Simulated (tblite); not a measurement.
C₅H₃ClN (doublet state).
InChI=1S/C5H3ClN/c1-5(4-7)2-3-6/h3H,1H2

Level: GFN2-xTB in tblite, geometry and Hessian alike; calculated harmonic values, unscaled, isolated species. Errors from tens to a few hundred cm⁻¹ against measured bands are possible. Open shells enter through the occupations alone, without spin polarisation, and single modes of such species can be off by tens of per cent.

Harmonic wavenumbers (cm⁻¹): 59.5, 81.5, 143.1, 217.9, 269.6, 371.2, 449.2, 525.8, 561.5, 592.8, 632.9, 715.2, 767.3, 797.9, 937.8, 1113.9, 1256.2, 1339.9, 1443.2, 1899.8, 2391.3, 3041.4, 3126.9, 3170.1.

A = 4357, B = 1064, C = 925.1 MHz; mass 111.995 u (most abundant isotopes); point group C1, symmetry number 1; spin multiplicity 2.

Zero-point energy?

½Σν̃ = 12953 cm⁻¹ = 37.03 kcal/mol.

Give the ideal-gas entropy at 400 K and 1 bar in the rigid-rotor, harmonic-oscillator model (classical rotation).

Translation 41.54, rotation 29.58, vibration 26.03, spin (R ln 2) 1.38: S = 98.5 cal/(mol K).

And Cp and H(400 K) − H(0)?

Cp = 32.52 cal/(mol K), of which vibrations give 24.57 (their classical limit is 24 R = 47.7); H(400 K) − H(0) = 8.53 kcal/mol without the zero-point energy, 5.35 from vibrations.

How do the functions run with temperature in this model?

```
 T (K)  S (cal/(mol K))  Cp (cal/(mol K))  H − H(0) (kcal/mol)  G − H(0) (kcal/mol)  ln q(vib)
    50             58.0              11.6                 0.47                -2.43       0.32
   100             67.2              15.1                 1.14                -5.58       1.13
298.15             89.7              27.8                 5.45               -21.29       4.62
373.15             96.3              31.4                 7.68               -28.26       5.91
   500            106.2              36.0                11.97               -41.12       8.01
   750            122.0              41.9                21.77               -69.73      11.79
  1000            134.6              45.6                32.74              -101.85      15.11
```

q(vib) and H(0) count from the zero-point level.

Which modes carry the vibrational entropy at 400 K?

59.5 cm⁻¹: 5.05; 81.5 cm⁻¹: 4.43; 143.1 cm⁻¹: 3.33; 217.9 cm⁻¹: 2.52; 269.6 cm⁻¹: 2.12; 371.2 cm⁻¹: 1.55 cal/(mol K); the other 18 give 7.02 together.

What must be added to the electronic energy to get the Gibbs energy at 400 K and 1 bar?

ZPE + [H(400 K) − H(0)] − T·S = 37.03 + 8.53 − 39.41 = 6.15 kcal/mol.

Hindered rotation and anharmonicity are outside this model. The structure is chiral; the term R ln 2 for an equal mix with its mirror image is left out.

Hardware: Arm Neoverse V1, one thread, shared host with 32 logical CPUs at a one-minute load of 11. Cost: 0.24 s of wall time. The figure is for the frequency step alone.
